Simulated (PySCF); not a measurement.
# SbCl₂, doublet: computed properties

These are results of PySCF, UPBE0, basis Sb def2-TZVP with ECP28, Cl def2-TZVP (scalar-relativistic core potentials, no spin–orbit coupling, density fitting), not measurements.

The structure is a minimum.

```xyz
3
charge 0 multiplicity 2, angstrom
Sb    0.0000    0.0000   -0.5576
Cl    1.7728    0.0000    0.9656
Cl   -1.7728    0.0000    0.9656
```

- Point group: C2v
- Bond lengths: Sb–Cl 2.337 Å (×2)
- Bond angles: Cl–Sb–Cl 98.7°
- Highest occupied level (α): -6.32 eV
- Lowest empty level (β): -3.31 eV
- Entropy at 298.15 K and 1 bar (electronic part: spin only): 310.0 J/(mol K)
- Principal polarisabilities: 41.7, 61.2, 77.0 bohr³
- Dipole moment: 2.54 D
- Spin squared ⟨S²⟩: 0.754
- Zero-point energy: 5.2 kJ/mol
- Principal quadrupole moments (Buckingham, traceless) about the centre of mass: -3.59, 0.99, 2.60 D Å
- Atomisation energy without zero-point energy: 628 kJ/mol
- Enthalpy at 298.15 K above 0 K: 13.48 kJ/mol
- Heat capacity Cp at 298.15 K: 54.1 J/(mol K)
- Rotational symmetry number: 2
- Rotational constants: 0.164, 0.07669, 0.05226 cm⁻¹

Harmonic modes (masses in u: Sb 120.904, Cl 34.969):
| symmetry | ω (cm⁻¹) | IR (km/mol) | type |
| --- | --- | --- | --- |
| a1 | 127 | 1.6 | bend |
| b2 | 363 | 81.1 | stretch |
| a1 | 382 | 32.7 | stretch |

In C2v the vibrations span 2a1 + b2. Here b1 is antisymmetric to the molecular plane and b2 lies in it.

Charges (e):
```
 atom  Mulliken  Löwdin  polar tensor  spin (Mulliken)  Mayer order to Sb1
  Sb1      0.64    0.06          1.05             0.92                   –
Cl2,3     -0.32   -0.03         -0.52             0.04                1.05
```

Mulliken populations on Sb1 (electrons outside its core potential): s 3.88, p 8.24, d 10.19, f 0.05.

This need not be the most stable arrangement of these atoms. With an element this heavy the missing spin–orbit coupling can shift these numbers.

The final relaxation and frequency run took roughly 2.6 core-minutes on a shared host.
